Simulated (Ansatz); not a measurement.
Start from `[CH3][Al]([SiH3])[BH]O` and change one atom or group to get `C=[CH][Al]([CH3])[SiH3]`.

Ansatz, PBE0-D4/def2-TZVP geometries, multiplicity 1. Each molecule was computed in one conformer, which needn't be the lowest.

```
                                      property  `[CH3][Al]([SiH3])[BH]O`
         HOMO energy (ωB97M-V/def2-TZVPP) / eV                     -8.67
       HOMO–LUMO gap (ωB97M-V/def2-TZVPP) / eV                      8.03
            LUMO energy (PBE0/def2-TZVPP) / eV                     -2.37
size of the dipole moment (PBE/def2-TZVPP) / D                      0.94
         HOMO–LUMO gap (B3LYP/def2-TZVPP) / eV                      3.93
             LUMO energy (PBE/def2-TZVPP) / eV                     -3.16
```

Task: What does the change do to each property? (Best estimate.)

Result: Computed: 
| property | `C=[CH][Al]([CH3])[SiH3]` | shift |
| --- | --- | --- |
| HOMO energy (ωB97M-V/def2-TZVPP) / eV | -9.24 | -0.57 |
| HOMO–LUMO gap (ωB97M-V/def2-TZVPP) / eV | 9.29 | 1.26 |
| LUMO energy (PBE0/def2-TZVPP) / eV | -1.65 | 0.72 |
| size of the dipole moment (PBE/def2-TZVPP) / D | 1.33 | 0.39 |
| HOMO–LUMO gap (B3LYP/def2-TZVPP) / eV | 5.19 | 1.26 |
| LUMO energy (PBE/def2-TZVPP) / eV | -2.45 | 0.71 |

With PBE0 the HOMO falls by 0.58 eV and the LUMO rises by 0.72 eV, so the gap widens by about 1.30 eV. PBE moves the HOMO by -0.59 eV and ωB97M-V by -0.57 eV. Dipoles are sizes alone; their direction can turn.

B3LYP here is the variant with VWN-RPA as its local correlation; programs differ in this.
